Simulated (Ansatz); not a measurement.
`CBBC` + NH₃ → `CBN` + `BC` at 600 K and 1 bar (cleavage of the B–B bond).

Isolated molecules relaxed with PBE0-D4/def2-TZVP in Ansatz; ΔE leaves out vibrations. CBS: MP2 limit from def2 TZ/QZ plus the TZ coupled-cluster correction, frozen cores. This one scheme is used for every species. Each species was taken in one conformer, which may not be the lowest.

```csv
species,CCSD(T)/CBS energy (Eh),H − E (kJ/mol),S (J/(mol·K))
`CBBC`,-130.47910,314.4,419.7
NH₃,-56.50880,112.4,219.5
`CBN`,-121.21267,244.5,338.1
`BC`,-65.83255,180.5,296.9
```

H − E and S are ideal-gas, rigid-rotor, harmonic terms from PBE0-D4/def2-TZVP, for one conformer and one mirror image of each species. 1 Eh = 2625.50 kJ/mol, R = 8.31446 J/(mol·K).

Question: By hand: ΔE, ΔH, ΔS and ΔG.

Answer: ΔE = (-121.21267) + (-65.83255) − (-130.47910) − (-56.50880) = -0.05732 Eh = -150.5 kJ/mol. Δ(H − E) = 244.5 + 180.5 − 314.4 − 112.4 = -1.8, so ΔH = -152.3 kJ/mol. ΔS = 338.1 + 296.9 − 419.7 − 219.5 = -4.2 J/(mol·K). ΔG = -152.3 − 600 × (-4.2)/1000 = -149.8 kJ/mol.

Question: By hand: the equilibrium constant, and the temperature at which ΔG would vanish if ΔH and ΔS stayed fixed.

Answer: log₁₀ K = −ΔG/(RT ln 10) = 13.0. ΔG = 0 at ΔH/ΔS = 36262 K, far beyond where these terms or the molecules hold.

The number of gas molecules stays the same, so ΔS is small and ΔH decides. A doubt of 5 kJ/mol in ΔE shifts log₁₀ K by 0.4 here. Other conformers and mirror images would add mixing entropy, several J/(mol·K) or more a flexible species. These are equilibria of isolated gas molecules and say nothing of rates. Largest T1 diagnostic: 0.011 (customary marks: 0.02 for closed shells, 0.045 for open ones).
